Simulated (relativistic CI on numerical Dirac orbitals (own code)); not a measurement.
A reference radial Dirac CI calculation of Cd¹⁹⁺ gave the lowest total energy -5440.08185 Ha in 10 SCF steps, from this input:

```
atom Cd  Z=48  charge=19  electrons=29
nucleus A=114  rms_radius_fm=4.6087
hamiltonian dirac-coulomb  breit=on  qed=on  c_scale=1
orbitals kli  potential=per-configuration
slater_scale 1
correlation none
mixing on
grid step=0.0125 r_max=7.5
scf mixing=0.4 start=green max_iterations=150 tolerance=2e-08 node_fill=0.05
configurations
  [Ar] 3d10 4s
end
```

One setting was then changed, and the output read:

```
SCF 1: [Ar] 3d10 4s
 iter      energy (Ha)   residual   last orbital (Ha)
    1     -5356.031428   5.19e+00    -30.68067
    2     -5422.578953   2.73e+00    -25.28730
    3     -5445.979959   2.49e-01    -20.31616
    4     -5446.298686   2.02e-01    -20.38679
    5     -5446.420810   6.09e-03    -20.03233
    6     -5446.420882   4.31e-04    -20.02693
error: SCF of 1s2 2s2 2p6 3s2 3p6 3d10 4s did not converge
end: not converged
```

**Question.** Which setting was changed?
A. charge
B. Breit term
C. grid step
D. iteration limit

**Answer.** D. The iteration limit 6. This setting is bad on purpose; its numbers may not be properties of the ion.
